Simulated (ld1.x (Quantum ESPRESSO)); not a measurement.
u(r) = r·R(r): atom against pseudo-atom (thallium)

Columns: radius, all-electron u(r) and pseudo u(r) of the 5d shell (level -15.49 eV) of thallium in the configuration [Xe] 4f14 5d10 6s2 6p1; PBE, scalar-relativistic, TM scheme, ld1.x (Quantum ESPRESSO) 7.5.

```csv
r (bohr),all-electron,pseudo
0.103,0.3169,0.0037
0.205,-0.1023,0.0282
0.308,-0.4532,0.0893
0.410,-0.3756,0.1910
0.513,-0.0726,0.3292
0.615,0.2622,0.4852
0.718,0.5454,0.6407
0.820,0.7456,0.7726
0.923,0.8703,0.8697
1.025,0.9309,0.9244
1.128,0.9452,0.9406
1.230,0.9273,0.9253
1.332,0.8887,0.8882
1.435,0.8373,0.8373
1.538,0.7794,0.7794
1.640,0.7197,0.7197
1.743,0.6596,0.6596
1.845,0.6020,0.6020
1.948,0.5469,0.5469
2.050,0.4958,0.4958
2.153,0.4480,0.4480
2.255,0.4045,0.4045
2.358,0.3643,0.3643
2.460,0.3281,0.3281
2.562,0.2952,0.2952
2.665,0.2650,0.2650
```

Q: How many radial nodes do the two functions have?

A: The all-electron 5d function has n − l − 1 = 2; the pseudo-wave has 0, since the states of the same l below it are removed with the core.

Q: At about which radius was the pseudo-wave matched?

A: 1.60 bohr. The columns agree to 0.0005 from 1.44 bohr on; several derivatives are matched, so the curves merge somewhat inside the radius.

Q: Is the pseudo-wave norm-conserving?

A: Yes: the TM scheme keeps the norm inside the radius equal to the all-electron one, which fixes the energy derivative of the logarithmic derivative at the level.
